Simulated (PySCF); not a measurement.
Electron correlation in Rh (rhodium, neutral)

[Kr] 4d7 5s1 5p1, one real determinant (an excited configuration). Computed with PySCF 2.14 in x2c-TZVPPall with one added diffuse shell each of s, p, d, f type (9s7p7d3f1g, 95 functions), with scalar relativity by spin-free X2C-1e. Frozen: [Ar] 3d10; 17 electrons correlated.

```json
{"level": "CCSD", "correlation energy (mhartree)": "-488.78"}
{"level": "(T)", "correlation energy (mhartree)": "-13.44"}
{"level": "CCSD(T)", "correlation energy (mhartree)": "-502.22"}
```

Diagnostics: T1 = 0.013, D1 = 0.0511, largest double amplitude 0.022.

Is a single reference adequate?

Yes, within this model without spin-orbit coupling: T1 lies below 0.03 and no double amplitude reaches 0.07.

The reference is one real determinant that mixes LS terms of this configuration.

This basis was not built for core-valence correlation, so the inner-shell part is incomplete.
